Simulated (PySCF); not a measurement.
## RuO₂Br, doublet: data card

Level of theory: UPBE0 in PySCF with Ru def2-TZVP with ECP28, O def2-TZVP, Br def2-TZVP; scalar-relativistic core potentials, no spin–orbit coupling; density-fitted integrals.

The structure is a minimum.

```xyz
4
charge 0 multiplicity 2, angstrom
Ru    0.0000    0.0000   -0.7882
O     1.5310    0.0000   -1.4084
O    -1.5310    0.0000   -1.4084
Br    0.0000    0.0000    1.5887
```

| Quantity | Value |
| --- | --- |
| Point group | C2v |
| Bond lengths | Ru–Br 2.377 Å, Ru–O 1.652 Å (×2) |
| Bond angles | Br–Ru–O 112.1° (×2), O–Ru–O 135.9° |
| Atomisation energy without zero-point energy | 1201 kJ/mol |
| Lowest empty level (β) | -5.37 eV |
| Enthalpy at 298.15 K above 0 K | 15.59 kJ/mol |
| Principal quadrupole moments (Buckingham, traceless) about the centre of mass | -5.35, 0.45, 4.91 D Å |
| Zero-point energy | 17.9 kJ/mol |
| Rotational symmetry number | 2 |
| Principal polarisabilities | 37.6, 61.7, 74.7 bohr³ |
| Entropy at 298.15 K and 1 bar (electronic part: spin only) | 325.2 J/(mol K) |
| Heat capacity Cp at 298.15 K | 65.9 J/(mol K) |
| Rotational constants | 0.2248, 0.05172, 0.04205 cm⁻¹ |
| Dipole moment | 0.67 D |
| Spin squared ⟨S²⟩ | 0.757 |
| Highest occupied level (β) | -7.85 eV |

Harmonic modes (masses in u: Ru 101.904, O 15.995, Br 78.918):
```
symmetry  ω (cm⁻¹)  IR (km/mol)  μ (u)
      b2       147          0.5  20.83
      b1       176         14.9  22.53
      a1       249          2.2  28.27
      a1       349         16.4  29.97
      b2      1035          326  19.49
      a1      1038         73.5  16.67
```

In C2v the vibrations span 2b2 + b1 + 3a1. Here b1 is antisymmetric to the molecular plane and b2 lies in it.

Charges (e):
| atom | Mulliken | Löwdin | polar tensor | spin (Mulliken) | Mayer order to Ru1 |
| --- | --- | --- | --- | --- | --- |
| Ru1 | 1.31 | 0.44 | 1.71 | 1.00 | – |
| O2,3 | -0.50 | -0.24 | -0.68 | 0.00 | 1.71 |
| Br4 | -0.30 | 0.04 | -0.35 | 0.00 | 0.96 |
Other Mayer orders above 0.3: O–O 0.43.

Mulliken populations on Ru1 (electrons outside its core potential): s 2.33, p 6.25, d 6.07, f 0.04.

Outer orbital energies (eV). α occupied: -12.54, -11.99, -10.49, -10.49, -9.90, -9.51, -8.88, -7.93; empty: -4.55, -3.20, -3.06, 0.16. β occupied: -13.53, -11.88, -11.77, -10.53, -10.40, -9.84, -8.89, -7.85; empty: -5.37, -4.26, -2.89, -2.72.

Formally Ru is in oxidation state +5, d3, with 1 unpaired electron (the high-spin count would be 3). The Mulliken spin on Ru is 1.00. The polar-tensor charge on Ru, 1.71, is far below the formal one.

This need not be the most stable arrangement of these atoms. Open d and f shells are described by one determinant, and the ground state may have another occupation or spin. At this level a doublet minimum of C2v symmetry lies 29 kJ/mol below this structure.

The final relaxation and frequency run took 110 s on 4 threads of a shared Arm Neoverse V1 host, with 150 basis functions and 12 gradients; the process peaked at 1.6 GiB. Launch command: `OMP_NUM_THREADS=4 python axn.py task.json out`.
